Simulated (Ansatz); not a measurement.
`[SiH2]1[GeH2][SiH2][GeH2][GeH2][GeH2]1` → `[SiH2]1[SiH2][GeH2][GeH2][GeH2][GeH2]1`  (isomerisation)

Computed with Ansatz on PBE0-D4/def2-TZVP structures; ΔE is electronic, products minus reactants. CBS: MP2 limit from def2 TZ/QZ plus the TZ coupled-cluster correction, frozen cores. DFT in def2-TZVPP. B3LYP here is the variant with VWN-RPA as its local correlation; programs differ in this. HSE06 is defined as in plane-wave codes. For Ge outer-core shells are correlated without core-valence functions, which leaves a few kJ/mol of doubt a bond. Scalar relativity is left out up to krypton.

(1) Is it downhill or uphill in electronic energy at CCSD(T)/CBS, and by how much? (Estimate.)

(2) What do these levels give: r2SCAN0-D4, HSE06-D4, B2PLYP, B3LYP, BHLYP, SCS-MP2/def2-TZVPP? (Estimate.)

Largest T1 diagnostic among the species: 0.012.

Results:

(1) The calculation gave: Nearly level: ΔE = +0.01 eV.

(2) The calculation gave: r2SCAN0-D4 0.00, HSE06-D4 0.00, B2PLYP 0.00, B3LYP -0.01, BHLYP -0.01, SCS-MP2/def2-TZVPP 0.00 eV.

Leaving LDA and LC-ωPBE aside and taking each functional with its dispersion term where it has one, the values, not all of them listed here, spread over 0.02 eV, from BLYP-D4 to ωB97M-V.
